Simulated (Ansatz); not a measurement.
`B[SiH2]BO` + H–F → `B[SiH2]F` + `BO`  (cleavage of the Si–B bond)

Computed with Ansatz on PBE0-D4/def2-TZVP structures; ΔE is electronic, products minus reactants. CBS: MP2 limit from def2 TZ/QZ plus the TZ coupled-cluster correction, frozen cores. This one scheme is used for every species. Functionals use def2-TZVPP. One conformer a species, not always the lowest.

`B[SiH2]BO`:

```xyz
10

B    -1.652   -0.115   -0.895
Si   -0.242    0.842    0.143
B     0.971   -0.645    0.852
O     2.195   -0.891    0.340
H    -1.522   -0.331   -2.065
H    -2.613   -0.572   -0.350
H     0.572    1.770   -0.702
H    -0.791    1.606    1.299
H     0.629   -1.366    1.747
H     2.452   -0.296   -0.371
```

H–F:

Z-matrix (Å, degrees):
```
F
H 1 0.920
```

`B[SiH2]F`:

Cartesian coordinates in Å:
```
B 0.308 -0.119 -1.158
Si -0.205 0.080 0.765
F -1.464 1.050 0.998
H -0.257 0.420 -2.061
H 1.239 -0.823 -1.423
H 0.937 0.641 1.541
H -0.558 -1.250 1.337
```

`BO`:

Z-matrix (Å, degrees):
```
B
O 1 1.348
H 1 1.196 2 116.8
H 1 1.202 2 120.7 3 -180.0
H 2 0.961 1 113.5 3 180.0
```

Question: Is it downhill or uphill in electronic energy at CCSD(T)/CBS, and by how much? (An estimate is asked.)

Answer: The calculation gave: Downhill: ΔE = -140.1 kJ/mol.

Question: What do these levels give: LDA (SPW92), B2PLYP, PBE-QIDH, revPBE, r2SCAN, r2SCANh, r2SCAN0, BHLYP, CAM-B3LYP, MP2/def2-TZVPP, CCSD(T)/def2-TZVPP, MP2/CBS(def2)? (Best estimate.)

Answer: Computed: LDA (SPW92) -114.3, B2PLYP -151.3, PBE-QIDH -138.3, revPBE -122.3, r2SCAN -137.6, r2SCANh -139.1, r2SCAN0 -141.2, BHLYP -162.8, CAM-B3LYP -157.6, MP2/def2-TZVPP -145.9, CCSD(T)/def2-TZVPP -139.9, MP2/CBS(def2) -146.1 kJ/mol.

Largest T1 diagnostic among the species: 0.016.

From PBE to PBE0 (25 % exact exchange), in def2-TZVPP and without D4, ΔE moves by −8.3 kJ/mol. Leaving LDA and LC-ωPBE aside and taking each functional with its dispersion term where it has one, the values, not all of them listed here, spread over 42.1 kJ/mol, from BHLYP-D4 to revPBE-D4. LDA lies +6.4 kJ/mol from PBE without D4. In def2-TZVPP, CCSD(T) changes the Hartree–Fock value by +40.2 kJ/mol (the triples alone add +6.0 kJ/mol) and MP2 by +34.2 kJ/mol.
